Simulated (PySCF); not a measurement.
Stepwise substitution at one centre (Ga OH-SiH3). All species are isolated molecules in the gas phase. One relaxed conformer stands for each flexible species; it need not be the lowest. Strings in code marks are SMILES.

Method: TPSSh-D3(BJ)/def2-TZVP // PBE0-D3(BJ)/def2-TZVP (PySCF 2.14.0). Delta-SCF ions had no search for a lower state. Excitations are Tamm–Dancoff values on a coarser integration grid. The basis has no diffuse functions, so Rydberg states are missing or too high.

| species | vertical ionisation energy (Delta-SCF) (eV) | S1–T1 gap (TDA) (eV) | S1 excitation (TDA) (eV) | HOMO–LUMO gap (eV) | S1 oscillator strength |
|---|---|---|---|---|---|
| 0 of 3 OH replaced by SiH3 (`[OH][Ga]([OH])[OH]`) | – | 0.34 | [?] | [?] | 0.000 |
| 1 of 3 OH replaced by SiH3 | [?] | 0.83 | 5.82 | 6.14 | [?] |
| 2 of 3 OH replaced by SiH3 (`[OH][Ga]([SiH3])[SiH3]` (H–O–Ga–Si torsion 1°)) | 8.91 | 0.62 | 4.07 | 4.45 | 0.000 |
| 3 of 3 OH replaced by SiH3 | 8.87 | 0.56 | 3.40 | 3.81 | 0.000 |

Problem. Some entries are withheld; supply them.

Solution. 
- 0 of 3 OH replaced by SiH3 (`[OH][Ga]([OH])[OH]`), S1 excitation (TDA) (eV): 6.10
- 0 of 3 OH replaced by SiH3 (`[OH][Ga]([OH])[OH]`), HOMO–LUMO gap (eV): 6.73
- 1 of 3 OH replaced by SiH3, vertical ionisation energy (Delta-SCF) (eV): 10.07
- 1 of 3 OH replaced by SiH3, S1 oscillator strength: 0.029
